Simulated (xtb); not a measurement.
Mg(iPr)(OH) (C3H8MgO), SMILES C[CH](C)[Mg][OH]. All values are semi-empirical tight-binding results from xtb (GFN2-xTB unless named), good for trends rather than for accurate numbers. Geometry: GFN2-xTB. The values are those of a single conformer.

Optimised geometry:

```xyz
13

Mg    -0.3190     0.4803     1.0686
C     -0.4018    -0.5085    -0.7668
C     -0.6344    -1.9837    -0.5042
C      0.8729    -0.2640    -1.5433
H     -1.2448    -0.1011    -1.3308
H     -0.7091    -2.5230    -1.4561
H      0.1911    -2.4228     0.0571
H     -1.5608    -2.1529     0.0448
H      1.0381     0.8048    -1.6771
H      0.8114    -0.7292    -2.5323
H      1.7357    -0.6839    -1.0242
O      0.4579     1.9718     1.3138
H      0.8828     2.8075     1.4703
```
Charge 0, spin multiplicity 1.

For metal compounds this method's bond lengths and energies can be far off.

Computed properties:
```json
{
  "orbital_gap": "2.64 eV",
  "zero_point_energy": "64.6 kcal/mol",
  "G − E(el) at 298.15 K (modified RRHO)": "44.4 kcal/mol"
}
```

Computed atomic charges and the Wiberg bond orders between heavy atoms:
charges (e) Mg1 0.36, C2 -0.08, C3 -0.10, C4 -0.11, H5 0.04, H6 0.04, H7 0.04, H8 0.03, H9 0.06, H10 0.04, H11 0.05, O12 -0.62, H13 0.27. Bond orders Mg1–C2 0.87, C2–C3 1.03, C2–C4 1.03, Mg1–O12 1.05.
